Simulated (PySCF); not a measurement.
PySCF 2.14 output of a UHF calculation on a single atom or ion in ANO-RCC-VTZP, with the spin-free X2C one-electron Hamiltonian (Gaussian nucleus):

```
SCF conv_tol = 1e-09
number electrons alpha = 35  beta = 30
cycle= 1 E= -12610.1070223918  delta_E= -0.00985  |g|= 0.0345  |ddm|= 0.035
cycle= 2 E= -12610.1071169483  delta_E= -9.46e-05  |g|= 0.00446  |ddm|= 0.00497
cycle= 3 E= -12610.1071226058  delta_E= -5.66e-06  |g|= 0.00269  |ddm|= 0.00224
cycle= 4 E= -12610.1071244131  delta_E= -1.81e-06  |g|= 0.00131  |ddm|= 0.000888
cycle= 5 E= -12610.1071274196  delta_E= -3.01e-06  |g|= 0.00103  |ddm|= 0.00203
cycle= 6 E= -12610.1071316522  delta_E= -4.23e-06  |g|= 0.000761  |ddm|= 0.00363
cycle= 7 E= -12610.1071363588  delta_E= -4.71e-06  |g|= 0.000123  |ddm|= 0.00855
cycle= 8 E= -12610.1071364249  delta_E= -6.61e-08  |g|= 1.5e-05  |ddm|= 0.00105
cycle= 9 E= -12610.1071364253  delta_E= -3.38e-10  |g|= 3.71e-06  |ddm|= 7.12e-05
converged SCF energy = -12610.1071364253  <S^2> = 8.7544915  2S+1 = 6.001497
```

The run itself started from symmetry-adapted Hartree-Fock orbitals and held the occupation by maximum overlap, so the iterations belong to that start.

Question: Which element, charge and spin multiplicity is this?

Answer: Ho²⁺ (holmium, charge +2), multiplicity 6; the state was [Xe] 4f10 6p1, one real determinant (an excited configuration).

⟨L²⟩ = 36.02 against 56 for a pure K term, so this real determinant mixes terms. Spin-orbit coupling, absent here, splits the open shell strongly.
